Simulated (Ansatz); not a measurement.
Mulliken charges of C2H5BrSi, SMILES `BrC1C[SiH2]1` from B3LYP/def2-TZVPP in Ansatz (PBE0-D4/def2-TZVP geometry).

```csv
atom,x (Å),y (Å),z (Å),charge (e)
Br1,-2.315,0.395,0.845,-0.121
C2,-0.772,0.311,-0.295,-0.112
C3,0.572,0.735,0.303,-0.265
Si4,0.473,-1.053,-0.180,0.268
H5,-1.013,0.741,-1.260,0.116
H6,1.141,1.461,-0.269,0.099
H7,0.565,0.949,1.367,0.110
H8,1.122,-1.530,-1.418,-0.055
H9,0.315,-2.055,0.891,-0.042
```

Question: By hand: the dipole of these point charges (1 e Å = 4.8032 D).

Answer: Σ q r = (0.324, -0.054, -0.180) e Å, of length 0.375 e Å = 1.80 D.

Question: How does the dipole of the full density compare? (Estimate.)

Answer: The calculation gave: (0.383, -0.062, -0.194) e Å, 2.08 D; the point charges give 0.87 times that, at 2° from its direction.

Point charges leave out the atoms' own dipoles, such as those of lone pairs, and Mulliken's split depends on the basis, so the close match here is no proof of good charges.

B3LYP here is the variant with VWN-RPA as its local correlation; programs differ in this.
